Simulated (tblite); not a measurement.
C6H11B.
Geometry (GFN2-xTB, Å), atoms numbered from 1 in this order:
```
atom  x, y, z in Å
C1    -1.8932    1.2250    0.1367
B2    -1.0081   -0.0781    0.2060
C3    -1.6722   -1.5026    0.0884
C4     0.5430    0.0504    0.4399
C5     1.5659   -0.6290   -0.4285
C6     2.7374    0.1984   -0.0064
C7     1.4634    0.8516   -0.4390
H8    -2.9378    1.0433   -0.1043
H9    -1.5004    1.9392   -0.5851
H10   -1.8652    1.7368    1.0986
H11   -2.5937   -1.5759    0.6631
H12   -1.9562   -1.6746   -0.9507
H13   -1.0207   -2.3221    0.3814
H14    0.7926    0.0742    1.5059
H15    1.4685   -1.3808   -1.1818
H16    3.0129    0.2248    1.0436
H17    3.5877    0.2526   -0.6766
H18    1.2672    1.5730   -1.2030
```

Level: GFN2-xTB in tblite, geometry and Hessian alike; calculated harmonic values, unscaled, isolated species. The method is semi-empirical: single wavenumbers can be off by several per cent or more. One conformer, not necessarily the lowest. The optimisation stopped once no atom felt more than 0.01 eV/Å.

Lowest wavenumbers of the output (negative numbers stand for imaginary wavenumbers):
```
mode    cm-1
  1     -47.9
  2     -30.3
  3      67.2
  4     129.3
  5     146.3
  6     260.2
  7     374.4
  8     385.0
  9     469.2
 10     653.1
 11     705.0
 12     760.0
 13     831.9
 14     840.3
 15     866.5
```

Q: Is this structure a minimum?

A: Not by this Hessian. 2 modes are imaginary beyond 20i (48i and 30i cm⁻¹), so at this level the point lies at or near a saddle of order 2. The curvature is small, so loose convergence or finite differences may be the whole cause.

Q: Which atoms move in the imaginary modes?

A: 48i: C7 (sp3 carbon at a ring junction) 15 %, C5 (sp3 carbon at a ring junction) 13 %, H10 (methyl hydrogen) 13 %, H9 (methyl hydrogen) 12 %; 30i: H10 (methyl hydrogen) 20 %, H8 (methyl hydrogen) 19 %, H9 (methyl hydrogen) 17 %. These are shares of the mass-weighted motion.

Q: What is the remedy?

A: Step along such a mode in both directions, optimise again with tighter thresholds and repeat the frequencies. The zero-point energy of this point (95.0 kcal/mol) counts the 46 real modes alone, and thermal corrections from it aren't those of a minimum.
